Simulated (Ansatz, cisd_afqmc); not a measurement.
Species: Cl, charge 0, doublet.

Total energies in def2-SVPD, 7 correlated electrons, 5 frozen orbitals. UHF or UKS for unpaired electrons; spin-orbit terms are left out. Correlated methods leave the cores frozen. No relativity. The Monte Carlo rows (phaseless AFQMC, CISD trial, step 0.005/hartree) carry one-sigma bars that omit the constraint's bias. Outlying blocks are dropped, and bars are widened where a walk drifts. Over all cases where full CI ran beside it in this data, AFQMC minus full CI had a median of +0.1 mEh and passed +0.4 mEh in a tenth of the cases. Full CI freezes restricted core orbitals and the other rows unrestricted ones, which leaves a small offset even where coupled cluster is exact.

| method | program | energy (Eh) | error against FCI (mEh) |
|---|---|---|---|
| HF | Ansatz | -459.32620 | 139.71 |
| MP2 | Ansatz | -459.44557 | 20.33 |
| CCSD | Ansatz | -459.46331 | 2.60 |
| CCSD(T) | Ansatz | -459.46537 | 0.53 |
| CCSDT(Q) | Ansatz | -459.46590 | 0.01 |
| CCSDTQ | Ansatz | -459.46592 | -0.01 |
| AFQMC/CISD | cisd_afqmc | -459.4657 ± 0.0002 | 0.2 ± 0.2 |
| FCI | Ansatz | -459.46590 | 0.00 |

Ansatz is a program for electronic structure.
